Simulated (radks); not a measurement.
Ionisation of neutral rhenium, [Xe] 4f14 5d5 6s2, to [Xe] 4f14 5d5 6s1 as the strength of local exchange is varied. All-electron calculation, scalar-relativistic Kohn-Sham, Slater X-alpha exchange (alpha = 2/3 is LDA exchange), no correlation, spin-unpolarised, spherical densities, finite nucleus; Fermi nuclear charge, rms radius 5.3698 fm. Program: a radial shooting solver on a logarithmic mesh with Libxc functionals.

alpha  E(Re) (hartree)  exchange (hartree)  IE (eV)  -e of the level emptied (eV)  <r> of it (bohr)
0.571      -16627.0051           -267.2116    7.840                    4.599 (6s)             3.176
0.667      -16672.2238           -313.0522    8.471                    5.163 (6s)             3.108
0.694      -16684.9654           -325.9920    8.654                    5.328 (6s)             3.089
0.717      -16695.8277           -337.0311    8.811                    5.470 (6s)             3.073
0.909      -16786.7996           -429.7689   10.180                    6.726 (6s)             2.945
1.019      -16839.1567           -483.3694   11.008                    7.499 (6s)             2.875

NIST Atomic Spectra Database: 7.834 eV (measured). The central value is not met in this range of alpha. Spin polarisation and multiplet splitting are left out, so open shells lie too high by an amount that depends on their filling. Spin-orbit splitting is averaged out at the scalar-relativistic level.

Beside tabulated values, note that spin-unpolarised runs miss the spin-polarisation part of the exchange energy of open shells.
